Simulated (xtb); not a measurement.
AlFGeH4, SMILES [F][AlH][GeH3]. All values are semi-empirical tight-binding results from xtb (GFN2-xTB unless named), good for trends rather than for accurate numbers. The structure is a stationary point at GFN2-xTB.

For metal compounds this method's bond lengths and energies can be far off.

orbital gap: 4.32 eV
zero-point energy: 18.7 kcal/mol
G − E(el) at 298.15 K (modified RRHO): -0.5 kcal/mol
